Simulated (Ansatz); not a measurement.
Basis-set extrapolation for CH₂OSSi, SMILES `O=C1[SiH2]S1` (PBE0-D4/def2-TZVP geometry, frozen core, Ansatz). Multiplicity 1, RHF reference.

```json
{"": "HF", "def2-TZVPP": "-800.400754", "def2-QZVPP": "-800.425748"}
{"": "MP2 correlation", "def2-TZVPP": "-0.673245", "def2-QZVPP": "-0.726131"}
{"": "CCSD(T) correlation", "def2-TZVPP": "-0.733362", "def2-QZVPP": "not run"}
```

Energies in hartree. Use E(X) = E(∞) + A·exp(−7.88·√X) for Hartree–Fock and E(X) = E(∞) + B·X^(−2.97) for correlation, with X = 3 and 4, and add CCSD(T) minus MP2 of the smaller set to the MP2 limit.

Task: What is the CCSD(T) energy at the basis-set limit?

Result: HF limit: -800.425748 + (-0.024994) × 0.13774 = -800.42919. MP2 limit: -0.726131 + (-0.052886) × 0.74074 = -0.76531. Higher-order term: -0.733362 − (-0.673245) = -0.06012. Total: -801.25462 hartree, 3.28 eV below CCSD(T)/def2-TZVPP.
